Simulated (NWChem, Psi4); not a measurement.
# Psi4 → NWChem

Psi4 1.11 runs this on AlSbH3F (SMILES [F][AlH][SbH2]):

job.inp:
```
memory 2200 MB

molecule m {
  0 1
  F     -1.114600    -1.632400     1.262300
  Al    -0.336100    -1.039300    -0.069800
  Sb     1.279900     1.003700     0.334800
  H     -0.594800    -1.800700    -1.431700
  H      0.842100     1.592000    -1.209900
  H     -0.034400     1.812900     1.068100
  units angstrom
  symmetry c1
}

set {
  basis                def2-SVP
  puream               true
  e_convergence        1e-09
  d_convergence        1e-08
  scf_type             pk
  dft_radial_points    99
  dft_spherical_points 590
}

energy_value, wavefunction = gradient('scf', dft_functional={"name": "SVWN5", "x_functionals": {"LDA_X": {}}, "c_functionals": {"LDA_C_VWN": {}}}, return_wfn=True)
oeprop(wavefunction, 'DIPOLE', 'QUADRUPOLE', 'WIBERG_LOWDIN_INDICES', title='SCF')
```

```bash
$ psi4 -i job.inp -o job.out -n 1
```

The shape is that of a PBE0-D4/def2-TZVP optimisation. This is one conformer, not always the lowest.

It gives a total energy of -582.156681 Eh.

Problem. Translate the job to NWChem 7.3.0 as an input file of the program's own.

Solution. This input was run:

alfh3sb.nw:
```
start alfh3sb
title "AlFH3Sb SVWN5"
memory total 1800 mb
charge 0

geometry units angstroms noautosym nocenter noautoz
  F     -1.114600    -1.632400     1.262300
  Al    -0.336100    -1.039300    -0.069800
  Sb     1.279900     1.003700     0.334800
  H     -0.594800    -1.800700    -1.431700
  H      0.842100     1.592000    -1.209900
  H     -0.034400     1.812900     1.068100
end

basis spherical bse
  F library def2-SVP
  Al library def2-SVP
  Sb library def2-SVP
  H library def2-SVP
end

ecp bse
  Sb library def2-SVP
end

dft
  xc slater vwn_5
  grid xfine
  convergence energy 1e-08
  iterations 100
  mulliken
end

task dft gradient
```

```bash
$ nwchem alfh3sb.nw > alfh3sb.out
```

Its energy is -582.156682 Eh, the same as the first but for the last digit, at most.
